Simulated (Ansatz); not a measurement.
`[CH3][Al]([CH3])[F]` + `[CH3]`• → `[CH2][Al]([CH3])[F]`• + CH₄  (hydrogen abstraction from a C–H bond)

Calculated with Ansatz (gas phase, PBE0-D4/def2-TZVP geometries, no zero-point term in ΔE). CCSD(T)/CBS is the MP2 limit (def2-TZVPP, def2-QZVPP) plus CCSD(T) − MP2 in def2-TZVPP, frozen cores. This one scheme is used for every species. Functionals use def2-TZVPP. B3LYP here is the variant with VWN-RPA as its local correlation; programs differ in this. HSE06 is defined as in plane-wave codes. No spin–orbit coupling; open shells (•) take unrestricted orbitals.

| level | ΔE (kJ/mol) | difference from CCSD(T)/CBS |
| --- | --- | --- |
| PBE-D4 | -29.3 | 0.9 |
| r2SCAN-D4 | -28.3 | 1.9 |
| PBE0-D4 | -29.3 | 0.9 |
| B3LYP-D4 | -31.9 | -1.7 |
| r2SCANh-D4 | -28.3 | 1.9 |
| B2PLYP | -31.0 | -0.8 |
| PBE-QIDH | -29.1 | 1.1 |
| revPBE | -30.3 | -0.1 |
| r2SCAN | -28.5 | 1.7 |
| PBE0 | -29.7 | 0.5 |
| HSE06 | -29.7 | 0.5 |
| RPA@PBE/def2-TZVPP | -34.0 | -3.8 |
| HF/def2-SVP | -33.0 | -2.8 |
| SCS-MP2/def2-TZVPP | -31.1 | -0.9 |
| CCSD(T)/def2-TZVPP | -30.5 | -0.3 |
| MP2/def2-QZVPP | -27.8 | 2.4 |
| CCSD(T)/CBS | -30.2 | 0 |

What do rigid-rotor, harmonic-oscillator terms from PBE0-D4/def2-TZVP frequencies (298.15 K, 1 bar) make of the CCSD(T)/CBS value? (Best estimate.)

Ansatz gave: ΔZPE = +6.7 kJ/mol, ΔH = -25.1 kJ/mol, ΔS = -27 J/(mol·K), ΔG = -16.9 kJ/mol. Open shells count their whole term as degenerate. Modes under 50 cm⁻¹ make the entropy rough.

Largest T1 diagnostic among the species: 0.011.

In def2-TZVPP, CCSD(T) changes the Hartree–Fock value by +3.0 kJ/mol (the triples alone add +0.9 kJ/mol) and MP2 by +5.6 kJ/mol. Leaving LDA and LC-ωPBE aside and taking each functional with its dispersion term where it has one, the values, not all of them listed here, spread over 6.1 kJ/mol, from B97M-V to r2SCAN0-D4.
